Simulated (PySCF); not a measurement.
Radial density of Pb²⁺ (lead, charge +2)

BLYP, [Xe] 4f14 5d10 6s2, closed-shell 1S. Calculation: PySCF 2.14, in aug-cc-pwCVTZ-DK3 with one added diffuse shell each of s, d, f type (12s10p9d6f1g, 138 functions); scalar relativity by spin-free X2C-1e.

```json
{"r (bohr)": "0.0157", "4πr²ρ (e/bohr)": "105.7"}
{"r (bohr)": "0.0265", "4πr²ρ (e/bohr)": "108.9"}
{"r (bohr)": "0.0445", "4πr²ρ (e/bohr)": "153.5"}
{"r (bohr)": "0.0749", "4πr²ρ (e/bohr)": "127.0"}
{"r (bohr)": "0.126", "4πr²ρ (e/bohr)": "142.9"}
{"r (bohr)": "0.212", "4πr²ρ (e/bohr)": "92.53"}
{"r (bohr)": "0.356", "4πr²ρ (e/bohr)": "97.67"}
{"r (bohr)": "0.599", "4πr²ρ (e/bohr)": "39.42"}
{"r (bohr)": "1.01", "4πr²ρ (e/bohr)": "21.50"}
{"r (bohr)": "1.70", "4πr²ρ (e/bohr)": "6.317"}
{"r (bohr)": "2.85", "4πr²ρ (e/bohr)": "0.8458"}
{"r (bohr)": "4.80", "4πr²ρ (e/bohr)": "0.01714"}
```

Densities and radii are taken from the X2C orbitals without a picture-change correction, which distorts them close to the nucleus.

Spin-orbit coupling, which splits the p, d and f shells strongly at this Z, is absent.
